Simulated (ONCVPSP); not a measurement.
## What one change does to a pseudopotential (Pb (Z = 82), ONCV)

| Property | Result |
| --- | --- |
| Element | Pb |
| Generator | ONCVPSP 4.0.1 |
| Type | optimised norm-conserving Vanderbilt (ONCV) |
| Functional | BLYP |
| Relativity | scalar-relativistic |
| Frozen core | [Kr] 4d10 4f14 5s2 |
| Valence charge | 20 |
| Reference configuration | 5p6 5d10 6s2 6p1.75 (charge +0.25) |
| Partial waves | 6s: rc 2.10 bohr, ncon 4, nbas 7, qcut 3.1 1/bohr, 2 projectors, debl 1.8 Ha; 5p+6p: rc 1.60 bohr, ncon 5, nbas 8, qcut 7.5 1/bohr, 3 projectors, debl 1.7 Ha; 5d: rc 1.25 bohr, ncon 4, nbas 7, qcut 8.8 1/bohr, 2 projectors, debl 0.9 Ha |
| Local potential | polynomial inside 1.00 bohr (lpopt 5, dvloc0 1 Ha) |
| Core correction | Teter function, fcfact 5.5, rcfact 1.4 |

All-electron outer shells of the reference configuration (BLYP, scalar-relativistic, ld1.x):

| shell | level (eV) | outermost node (bohr) | outermost maximum (bohr) |
| --- | --- | --- | --- |
| 5s | -145.79 | 0.45 | 0.79 |
| 4f | -134.43 | – | 0.35 |
| 5p | -87.38 | 0.49 | 0.88 |
| 5d | -22.71 | 0.52 | 1.07 |
| 6s | -13.63 | 1.01 | 1.95 |
| 6p | -4.91 | 1.18 | 2.63 |

Change: p: rc 1.54.

Cutoffs: the cutoffs (Ha) at which the residual kinetic energy of the hardest occupied pseudo-wave falls to 1 and 0.1 mHa per electron; they do not see the model core or the augmentation charge, which bear on the density cutoff. Errors are all-electron minus pseudo energies relative to the spin-unpolarised reference configuration.

Q: Predict the effect on cutoff, ghosts and configuration errors.

A: The potential gets harder (24 Ha and 49 Ha → 24 Ha and 72 Ha); both files keep a bound ghost (s); the errors of the 4 common tests hardly move. A smaller radius makes the pseudo-wave follow the all-electron one further in, where it bends more sharply, so more plane waves are needed.

| quantity | base | changed |
| --- | --- | --- |
| cutoff, loose | 24 Ha | 24 Ha |
| cutoff, tight | 49 Ha | 72 Ha |
| loose cutoff by channel | s 15 Ha, p 17 Ha, d 24 Ha | s 15 Ha, p 24 Ha, d 24 Ha |
| bound ghosts | s | s |
| GHOST(+) flags under 300 eV | none | none |
| error for 5p6 5d10 6s2 6p2, meV [ΔE -1.04 eV] | +0.4 | +0.4 |
| error for 5p6 5d10 6s2 6p1, meV [ΔE 5.50 eV] | -2.6 | -2.5 |
| error for 5p6 5d10 6s2 6p0, meV [ΔE 18.99 eV] | -9.8 | -9.6 |
| error for 5p6 5d9 6s2 6p2, meV [ΔE 25.89 eV] | -21 | -21 |
| s: phases at 2.13 bohr within 0.05 rad from the reference energy up to (Ha; the scan ends near 5) | 2.9 | 2.9 |
| d: phases at 1.27 bohr within 0.05 rad from the reference energy up to (Ha; the scan ends near 5) | to the end of the scan | to the end of the scan |
| rms error of d²Exc/dni dnj with the model core, mHa | 0.52 | 0.50 |

 A true bound ghost makes a file unfit for plane-wave use even where its test errors are small: the radial tests pick states by their node count and pass the ghost by.
